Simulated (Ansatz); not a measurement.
A run for Ansatz (a quantum-chemistry and plane-wave program): R-wB97X-V/def2-TZVPPD on AsH3 (SMILES [AsH3]) with ghost functions, monomers drawn apart or pushed together. Files ending in .json are basis or fitting sets from the Basis Set Exchange.

Ansatz 0.2 input:
```yaml
crystal:
  periodic: [false, false, false]
  atoms:
    - {symbol: As, position_ang: [-0.24589795, -0.19971429, 0.14388447]}
    - {symbol: H, position_ang: [-0.93105301, 0.73324079, -0.84218941]}
    - {symbol: H, position_ang: [-0.41634523, -1.41915382, -0.74823450]}
    - {symbol: H, position_ang: [1.14502960, 0.10943673, -0.38686969]}
basis:
  gaussian:
    orbitals: def2-TZVPPD.json
    ghost_atoms:
      - {symbol: Br, position_ang: [-1.06166790, -0.23756779, 3.82675919]}
      - {symbol: H, position_ang: [-0.75066671, -0.22281977, 2.42145403]}
hamiltonian:
  xc: {name: wB97X-V}
scf: {lower_state_search: off}
```

Output:

```
WARN ansatz: RAYON_NUM_THREADS=1 ignored (pool sized by the plan → 1); use --threads N
Functional definition: wB97X-V
these checks for a lower state are left out or cut short: stability, starts, cluster_reference, orbital_swaps, neighbouring_geometries, increment
integrals: 0.13 GiB planned
1068 factors; their error is unknown
integrals: 0.17 GiB planned
238 factors; integrals over basis functions are off by at most 4.2e-5 eV
mean field: 0.96 GiB planned
mean field evaluation 1: about -60883.9012 eV, gradient 1.0e1 eV
mean field evaluation 2: about -60884.0491 eV, gradient 6.8e0 eV
mean field evaluation 4: about -60884.0858 eV, gradient 2.8e-1 eV
mean field evaluation 8: about -60884.2450 eV, gradient 4.0e-2 eV
mean field -60884.24495584 eV, -2237.4547333037 hartree, gradient 5.7e-6 eV, S^2 0.000000; 0 other end points of the search recorded, 0 dependent functions left out
reference -60884.24495358 eV, -2237.4547332206 hartree; 18, 18 occupied and 161, 161 virtual orbitals, 1068 factors
Total energy: -60884.24495358 eV, -2237.4547332206 hartree
Checks for a lower state left out: stability, starts, cluster_reference, orbital_swaps, neighbouring_geometries, increment
```

The run converged.

Cost: about 5 core-seconds (a rough figure).
